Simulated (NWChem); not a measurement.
System: C$_{2}$H$_{2}$F$_{3}$O$_{2}$ cation; SMILES O=C([OH2+])C(F)(F)F

Here is an NWChem input.

```
start job
memory heap 200 mb stack 900 mb global 1100 mb
charge 1
geometry units angstroms noautosym nocenter noautoz
  O     -1.321265    -1.468649    -0.012189
  C     -0.362990    -0.835177    -0.024237
  O      0.997099    -1.599727     0.015900
  C     -0.034060     0.685093     0.002509
  F      0.028372     1.062744     1.252121
  F      1.148675     0.849496    -0.582461
  F     -0.964009     1.315629    -0.646453
  H      0.956212    -2.575928    -0.077092
  H      1.817195    -1.183932    -0.327344
end
basis spherical
  * library sto-3g
end
dft
  xc b3lyp
  iterations 150
end
property
  response 1 0.0773
end
task dft property
```

STO-3G and 3-21G are far too small for this property and stand as cheap habits. All runs use the structure optimised with PBE0/def2-SVP.

Field at 589 nm.

Give the results of this calculation. (B3LYP/STO-3G.) Quantities: isotropic polarisability (bohr³); anisotropy (bohr³).


```yaml
isotropic polarisability (bohr³): 18.7
anisotropy (bohr³): 12.0
```
